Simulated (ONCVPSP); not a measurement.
**Pseudopotential generation for Cr (Z = 24): ONCV, LDA (Perdew-Wang 92), scalar-relativistic.**

Cr, optimised norm-conserving Vanderbilt (ONCV), made with ONCVPSP 4.0.1 (LDA (Perdew-Wang 92), scalar-relativistic). Core [Ne], reference 3s2 3p6 3d5 4s1. Waves: 3s+4s: rc 1.80 bohr, ncon 4, nbas 8, qcut 5.4 1/bohr, 2 projectors; 3p: rc 0.85 bohr, ncon 4, nbas 8, qcut 11.2 1/bohr, 2 projectors, debl 0.9 Ha; 3d: rc 1.05 bohr, ncon 4, nbas 8, qcut 8.2 1/bohr, 1 projector. Local part: polynomial inside 0.70 bohr (lpopt 5, dvloc0 4 Ha). Core correction: Teter function, fcfact 1.75, rcfact 1.3.

In the p channel the program set the typed energies aside and used -1.667, 0.250 Ha.

All-electron outer shells of the reference configuration (LDA (PZ), scalar-relativistic, ld1.x):

```
shell  level (eV)  outermost node (bohr)  outermost maximum (bohr)
   2p     -560.31                      –                      0.20
   3s      -73.56                   0.36                      0.78
   3p      -45.35                   0.33                      0.80
   4s       -4.20                   1.12                      2.74
   3d       -3.13                      –                      0.84
```

Problem. Does the generator finish with these settings?

Solution. Yes, a potential is produced and its reference levels are reproduced.

Problem. Estimate the cutoffs (Ha) at which the residual kinetic energy of the hardest occupied pseudo-wave falls to 1 and 0.1 mHa per electron.

Solution. 204 Ha and 240 Ha.

Problem. Does the potential have ghost states?

Solution. No bound ghost flagged; no localised positive-energy state flagged.

Problem. Which valence shell sets the plane-wave cutoff?

Solution. 3d: 204 Ha for 1 mHa per electron, against 50 Ha for 3p.

Its largest configuration-test error is -1.9 meV (3s2 3p6 3d4 4s0). 1 of 4 tests not solved or not reliable.
